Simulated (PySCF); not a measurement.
From computed data to an observable: chemical shift, span and skew from a shielding tensor

C2H4FNOSi, SMILES N#C[C@@H](F)[SiH2]O. Atoms are numbered in the order given.

```xyz
10

N      2.6830     0.6984     0.7646
C      1.7724     0.2646     0.1989
C      0.5651    -0.2377    -0.4658
F      0.4317    -1.6082    -0.2649
Si    -1.0136     0.5865     0.2480
O     -2.3272    -0.0126    -0.5689
H      0.6540    -0.0500    -1.5499
H     -1.0333     0.2555     1.6976
H     -0.9460     2.0434    -0.0084
H     -2.5585    -0.9366    -0.4265
```
Charge 0, spin multiplicity 1.

Geometry optimised at ωB97X-D3(BJ)/def2-SVP. The structure was generated by enumeration; whether it is a known compound was not checked. The values are those of a single conformer.

GIAO shieldings from HF/pcSseg-1 run with PySCF, non-relativistic, no solvent. The symmetric part of the tensor of F4 has the principal values 422.3, 445.3, 543.5 ppm. The same nucleus in CFCl3 has σ = 238.5 ppm at this level (PySCF, at its B3LYP-D3(BJ)/def2-TZVP geometry).

Problem. Work out the isotropic shielding, the ¹⁹F shift against CFCl3, the span and the skew.

Solution. 
σ(iso) = (σ11 + σ22 + σ33)/3 = 470.4 ppm. δ = σ(ref) − σ(iso) = 238.5 − (470.4) = -231.9 ppm.
Span Ω = σ33 − σ11 = 121.2 ppm. Skew κ = 3(σ(iso) − σ22)/Ω = 0.62. Tumbling in solution averages the tensor to δ; in a static solid the shielding alone would spread this spin-1/2 line over Ω.
